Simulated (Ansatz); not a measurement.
Consider the ligand exchange at a B–O bond: `CC1=CC(C)=[O+][B-](C)(O)O1` + HCl → `CC1=CC(C)=[O+][B-](C)(Cl)O1` + H₂O.

Gas-phase electronic energies from Ansatz, PBE0-D4/def2-TZVP geometries. CCSD(T)/CBS is the MP2 limit (def2-TZVPP, def2-QZVPP) plus CCSD(T) − MP2 in def2-TZVPP, frozen cores. This one scheme is used for every species. Functionals use def2-TZVPP. HSE06 is defined as in plane-wave codes. Each species was taken in one conformer, which may not be the lowest.

```csv
level,ΔE (kJ/mol),difference from CCSD(T)/CBS
PBE-D4,-10.0,1.5
revPBE-D4,-13.1,-1.6
r2SCAN0-D4,-8.3,3.2
CAM-B3LYP-D4,-2.4,9.1
revPBE,-7.4,4.1
r2SCANh,-6.6,4.9
r2SCAN0,-7.3,4.2
HSE06,-8.5,3.0
LC-ωPBE,-6.3,5.2
RPA@PBE/def2-TZVPP,0.2,11.7
MP2/def2-SVP,5.2,16.7
CCSD/def2-SVP,8.8,20.3
HF/def2-TZVPP,-1.5,10.0
CCSD/def2-TZVPP,-2.4,9.1
MP2/CBS(def2),-18.3,-6.8
CCSD/CBS(def2),-10.3,1.2
CCSD(T)/CBS,-11.5,0
```

Largest T1 diagnostic among the species: 0.016.

The D4 term adds −5.6 kJ/mol with B3LYP and −2.9 kJ/mol with PBE0; it sums over pairs of atoms, weighted by their polarisabilities, and B3LYP, whose exchange is more repulsive, gets the larger term. Leaving LDA and LC-ωPBE aside and taking each functional with its dispersion term where it has one, the values spread over 10.7 kJ/mol, from revPBE-D4 to CAM-B3LYP-D4.

CCSD(T)/CBS has its own doubt, a few kJ/mol and more with outer-core shells, so smaller differences from it don't rank the levels.

B3LYP here is the variant with VWN-RPA as its local correlation; programs differ in this.
